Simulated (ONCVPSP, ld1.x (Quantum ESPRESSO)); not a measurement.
## Potentials for gallium compared

Generated with ld1.x 7.5 (TM, RRKJ, ultrasoft, PAW), atompaw 4.2 or ONCVPSP 4.0.1. The cutoff is in Ry: for ld1.x and atompaw files where the sum of valence levels is converged to 10 mRy in a Bessel basis, for ONCV files where the hardest occupied wave has 1 mHa per electron of residual kinetic energy. The error is the largest all-electron minus pseudo excitation energy over each file’s own four to seven test configurations (ionisations up to +4, promotions, holes and added fractions of an electron), all of which were solved. The labels leave out finer settings (local radius, basis sizes, second energies), which also bear on the numbers. Spin-polarised tests are not counted. The rows are a selection from randomly drawn settings: files with unsolved tests, undetermined cutoffs or missed reference levels are left out.

A true bound ghost makes a file unfit for plane-wave use even where its test errors are small: the radial tests pick states by their node count and pass the ghost by.

| potential | cutoff (Ry) | largest error (meV) | bound ghosts |
| --- | --- | --- | --- |
| ONCV, LDA (Perdew-Zunger), scalar-relativistic, rc 1.10/0.65/1.00 (spd), local smoothed, core correction yes, reference 3s2 3p6 3d10 4s2, qcut 10.1/15.2/16, projectors 2/3/2 | 198 | -270 | none |
| ONCV, PBE, scalar-relativistic, rc 1.80/2.05 (sp), local s, core correction yes, reference 4s2 4p1, qcut 4.1/4.6, projectors 0/1 | 15 | -17 | none |
| TM, PBEsol, scalar-relativistic, rc 2.52/2.25 (sp), local s, core correction yes, reference 4s2 4p1 | 10 | -192 | none |
| RRKJ, LDA (PZ), scalar-relativistic, rc 1.60/1.90 (sp), local s, core correction no, reference 4s1.5 4p1.5 | 21 | +112 | none |
| ONCV, PBE, scalar-relativistic, rc 1.15/1.10/1.15 (spd), local smoothed, core correction no, reference 3s2 3p6 3d10 4s1.75 4p1.25, qcut 8.8/11.6/13.8, projectors 2/2/1 | 154 | -1.1 | none |
| ONCV, BLYP, scalar-relativistic, rc 1.25/1.25/0.90 (spd), local smoothed, core correction no, reference 3s2 3p6 3d10 4s1.5 4p1.5, qcut 11/9.1/16, projectors 2/2/2 | 219 | +32 | none |

Fill in the row for Ga: TM, PBEsol, fully relativistic, rc 1.70/2.25 (sp), local p, core correction no, reference 4s2 4p1.

cutoff 15 Ry, largest error +57 meV, bound ghosts: s.

Fill in the row for Ga: ONCV, PBEsol, scalar-relativistic, rc 1.70/1.90 (sp), local smoothed, core correction yes, reference 4s2 4p1, qcut 3/4.4, projectors 1/2.

cutoff 45 Ry, largest error -675 meV, bound ghosts: none.
